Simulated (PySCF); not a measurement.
Species: C8H9O (doublet state).
Geometry (GFN2-xTB, Å), atoms numbered from 1 in this order:
```
atom  x, y, z in Å
C1     0.7269    1.4732    0.1014
C2     2.0142    1.0794   -0.0720
C3     2.3921   -0.2751   -0.0661
C4     1.4135   -1.2812   -0.0416
C5     0.1132   -0.9254    0.1315
O6    -0.9588   -1.7341   -0.0639
C7    -2.1389   -0.9368   -0.0654
C8    -1.6849    0.5154   -0.2510
C9    -0.3193    0.4729    0.4548
H10    0.4378    2.5115    0.0659
H11    2.7771    1.8237   -0.2504
H12    3.4290   -0.5431   -0.1841
H13    1.6766   -2.3114   -0.2232
H14   -2.7860   -1.3012   -0.8657
H15   -2.6537   -1.0666    0.8957
H16   -2.3824    1.2249    0.1868
H17   -1.5517    0.7444   -1.3094
H18   -0.5133    0.5358    1.5450
```

The hyperfine couplings belong to this conformer and change with its torsions.

Identity: `[CH]1C=CC=C2OCC[C@H]12` [radical].

Computed, not measured: PySCF, UKS B3LYP, pcH-1 on C H O, non-relativistic, mean-field spin-orbit, GIAO. The structure is a single GFN2-xTB conformer in the gas phase; no vibrational or solvent corrections. The geometry wasn't refined by DFT: couplings that depend on bond lengths, twists or pyramidal angles can differ widely from those at the functional's own minimum. No stability test was run, so a lower SCF solution isn't excluded. ⟨S²⟩ is 0.780 where a pure state has 0.75.

(1) Give the principal g shifts and their parts.

(2) What are the electron Larmor frequencies g μB B/h along the three axes at 340 mT?

(3) How much does each term add to the isotropic shift?

(4) At 9.375 GHz, how far is the centre of the isotropic spectrum from where a free electron (g = 2.002319) resonates?

(5) In a frozen sample, at which fields do the three g values resonate at 9.5, 34, 94 and 263 GHz (hyperfine left aside), and which band first spreads them over more than twice a line width of 0.3 mT?

Answers

(1) 
| Δg (ppm) | 1 | 2 | 3 |
| --- | --- | --- | --- |
| relativistic mass correction | -168 | -168 | -168 |
| gauge correction | 10 | 30 | 27 |
| orbital Zeeman/spin–orbit | -44 | 865 | 1575 |
| total | -202 | 728 | 1434 |

So g = 2.00212, 2.00305, 2.00375 and g_iso = 2.00297; the tensor is rhombic: the two nearest values differ by 43 % of g3 − g1. 

(2) 9.5275, 9.5319, 9.5353 GHz for g1, g2 and g3, a range of 7.8 MHz.

(3) The orbital-Zeeman/spin–orbit term 799, the mass correction -168 and the gauge correction 22 ppm, for a total of 653 ppm. The orbital-Zeeman/spin–orbit term is the largest in size. The mass correction is the same along every axis, so the anisotropy comes from the other two: their spans along these axes are 21 (gauge) and 1619 ppm (orbital Zeeman/spin–orbit).

(4) B = hν/(g μB) with μB/h = 13.99624 MHz/mT gives 334.52 mT for the free electron and 334.41 mT at g_iso, 0.11 mT lower.

(5) 
| band | GHz | B(g3) mT | B(g2) mT | B(g1) mT | spread mT |
| --- | --- | --- | --- | --- | --- |
| X | 9.5 | 338.74 | 338.86 | 339.02 | 0.28 |
| Q | 34.0 | 1212.34 | 1212.76 | 1213.33 | 0.99 |
| W | 94.0 | 3351.75 | 3352.94 | 3354.49 | 2.74 |
| J | 263.0 | 9377.78 | 9381.09 | 9385.44 | 7.66 |

The spread grows in proportion to the frequency. Q band is the first where it exceeds 0.6 mT.

Largest spin populations (Mulliken): C3 (+0.53), C1 (+0.43), C5 (+0.35) and C2 (-0.20). Three atoms exceed +0.15. The positive populations add up to 1.48 and the negative ones to -0.48, together 2S = 1. The angles at C3 add up to 359.7°, so it is planar.

The HOMO–LUMO gaps are 4.29 eV among the α and 4.39 eV among the β orbitals.

The SMILES draws the unpaired electron on C1; the largest computed Mulliken spin population is on C3 (0.53 against 0.43).
